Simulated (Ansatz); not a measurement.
Strength of the Ge–Se bond: GeH3Se → GeH3 + Se

Species: GeH3Se `[GeH3][Se]`, doublet; GeH3 `[GeH3]`, doublet; Se atom, triplet. 

Shapes, held fixed at every level: PBE0-D4/def2-TZVP. Programs: Ansatz 0.2.0. Electronic energies: no zero-point or thermal term.

```tsv
level	kind	ΔE (kJ/mol)	less CCSD(T)/def2-TZVPP
HF/def2-SVP	Hartree–Fock	+179.0	-99.7
PBE-D4/def2-TZVPP	GGA	+299.5	+20.8
B3LYP-D4/def2-TZVPP	global hybrid	+284.8	+6.1
BHLYP-D4/def2-TZVPP	global hybrid	+277.6	-1.1
wB97X-V/def2-TZVPP	range-separated hybrid	+299.2	+20.5
MP2/def2-SVP	perturbation theory	+258.1	-20.6
MP2/def2-TZVPP	perturbation theory	+284.7	+6.0
CCSD(T)/def2-TZVPP	coupled cluster or CI	+278.7	0.0
```

The highest level, CCSD(T)/def2-TZVPP, gives ΔE = +278.7 kJ/mol; the levels span +179.0 to +299.5. The column of differences is taken from that level and isn't an error. Hartree–Fock misses the correlation of the pair that is broken and comes out low. No measured value is set beside it here. Open shells run unrestricted unless RO is named. Relativity is left out for Ge, Se unless named. Correlated rows may include outer-core shells of Ge, Se, which these sets cover unevenly. Spin-orbit coupling lowers the free atoms by 11.3 kJ/mol; that is left out.
